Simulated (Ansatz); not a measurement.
Gas-phase electronic energies from Ansatz, PBE0-D4/def2-TZVP geometries. CBS: MP2 limit from def2 TZ/QZ plus the TZ coupled-cluster correction, frozen cores. Functionals use def2-TZVPP. For Ge outer-core shells are correlated without core-valence functions, which leaves a few kJ/mol of doubt a bond. Scalar relativity is left out up to krypton. One conformer a species, not always the lowest.

Consider the redistribution: `B[SiH2][CH2][GeH3]` + `CO[SiH3]` → `BO[SiH3]` + `C[SiH2][CH2][GeH3]`.

CCSD(T)/CBS gives -263.3 kJ/mol.

**Question.** Another level gave -261.2 kJ/mol. Which?
A. ωB97X-V/def2-TZVPP
B. r2SCAN/def2-TZVPP
C. SCS-MP2/def2-TZVPP
D. MP2/def2-TZVPP

**Answer.** B. r2SCAN -261.2, MP2/def2-TZVPP -274.1, SCS-MP2/def2-TZVPP -266.7, ωB97X-V -255.6 kJ/mol.

Largest T1 diagnostic among the species: 0.013.

In def2-TZVPP, CCSD(T) changes the Hartree–Fock value by −3.9 kJ/mol (the triples alone add −1.1 kJ/mol) and MP2 by −16.7 kJ/mol. From PBE to PBE0 (25 % exact exchange), in def2-TZVPP and without D4, ΔE moves by −4.1 kJ/mol.
